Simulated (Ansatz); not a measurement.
Computed with Ansatz on PBE0-D4/def2-TZVP structures; ΔE is electronic, products minus reactants. CBS: MP2 limit from def2 TZ/QZ plus the TZ coupled-cluster correction, frozen cores. Functionals use def2-TZVPP. Each species was taken in one conformer, which may not be the lowest.

Consider the ligand exchange at a B–C bond: `BC(=C=N)OC` + `C=C[SiH](O)F` → `BO[SiH](F)C=C` + `COC=C=N`.

`BC(=C=N)OC`:

```xyz
12

B     0.327    1.106   -1.788
C     0.163    0.271   -0.544
C    -1.023    0.399    0.062
N    -2.157    0.454    0.481
O     1.167   -0.525   -0.059
C     0.841   -1.282    1.080
H     1.359    1.084   -2.390
H    -0.591    1.780   -2.148
H    -2.392    1.174    1.160
H     1.723   -1.868    1.334
H     0.584   -0.634    1.929
H     0.000   -1.958    0.884
```

`C=C[SiH](O)F`:

Cartesian coordinates in Å:
```
C 0.432 -0.751 -1.385
C -0.280 0.255 -0.882
Si -0.187 0.750 0.897
O 0.464 -0.429 1.820
F -1.681 1.077 1.366
H 1.106 -1.337 -0.766
H 0.382 -1.032 -2.433
H -0.930 0.813 -1.554
H 0.625 1.956 1.152
H 0.068 -1.301 1.786
```

`BO[SiH](F)C=C`:

```xyz
12

B    -0.421    0.557   -2.526
O     0.208    0.777   -1.354
Si   -0.282    0.708    0.215
F    -0.272    2.213    0.735
C     0.888   -0.317    1.191
C     0.451   -1.356    1.898
H     0.206    0.696   -3.537
H    -1.578    0.228   -2.535
H    -1.666    0.191    0.312
H     1.952   -0.086    1.197
H    -0.602   -1.627    1.923
H     1.117   -1.985    2.482
```

`COC=C=N`:

Cartesian coordinates in Å:
```
C -1.503 0.541 0.716
O -0.839 -0.437 -0.057
C 0.309 0.037 -0.634
C 1.465 -0.553 -0.444
N 2.565 -1.030 -0.213
H -2.422 0.084 1.083
H -0.887 0.861 1.563
H -1.756 1.420 0.108
H 0.238 0.887 -1.308
H 2.830 -1.810 -0.815
```

CCSD(T)/CBS gives -65.7 kJ/mol.

Another level gave -73.0 kJ/mol. Which?
A. SCS-MP2/def2-TZVPP
B. PBE0/def2-TZVPP
C. CCSD/def2-TZVPP
D. HF/def2-TZVPP

C. CCSD/def2-TZVPP -73.0, PBE0 -57.6, HF/def2-TZVPP -90.7, SCS-MP2/def2-TZVPP -68.9 kJ/mol.

Largest T1 diagnostic among the species: 0.015.

The D4 term adds +4.1 kJ/mol with B3LYP and +2.1 kJ/mol with PBE0; it sums over pairs of atoms, weighted by their polarisabilities, and B3LYP, whose exchange is more repulsive, gets the larger term. From PBE to PBE0 (25 % exact exchange), in def2-TZVPP and without D4, ΔE moves by −7.6 kJ/mol. In def2-TZVPP, CCSD(T) changes the Hartree–Fock value by +23.6 kJ/mol (the triples alone add +5.9 kJ/mol) and MP2 by +30.2 kJ/mol.

CCSD(T)/CBS has its own doubt, a few kJ/mol and more with outer-core shells, so smaller differences from it don't rank the levels.

B3LYP here is the variant with VWN-RPA as its local correlation; programs differ in this.
